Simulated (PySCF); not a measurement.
CH₄BFS. Atoms are numbered in the order given.

```xyz
8

B      0.5408    -0.9242     0.0000
F      0.0613    -2.1658     0.0000
H      1.7326    -0.7484     0.0000
S     -0.6271     0.4367     0.0000
C      0.4891     1.8889     0.0000
H      0.2872     2.4899    -0.8966
H      0.2872     2.4899     0.8966
H      1.5368     1.5609     0.0000
```
Charge 0, spin multiplicity 1.

Geometry: TPSSh-D3(BJ)/def2-SVP. One conformer was computed; it need not be the lowest.

Computed with HF/pcSseg-1 run with PySCF.

GIAO shieldings, no solvent; atoms alike by connectivity are averaged. δ = σ(ref) − σ: ¹¹B against BF3 (σ = 102.7 ppm); ¹⁹F against CFCl3 (σ = 238.5 ppm); ¹H against TMS (σ = 31.99 ppm); ³³S against H2S (σ = 725.2 ppm); ¹³C against TMS (σ = 192.6 ppm), references at their B3LYP-D3(BJ)/def2-TZVP geometries, non-relativistic.

Estimate the chemical shifts. (Estimate from the structure and the level; the computed values follow.)


```
nucleus       atoms  count  δ (ppm)
-------  ----------  -----  -------
¹¹B              B1      1     39.6
¹⁹F              F2      1    -29.6
¹H               H3      1     5.58
¹H       H6, H7, H8      3     2.57
³³S              S4      1    157.1
¹³C              C5      1     16.1
```
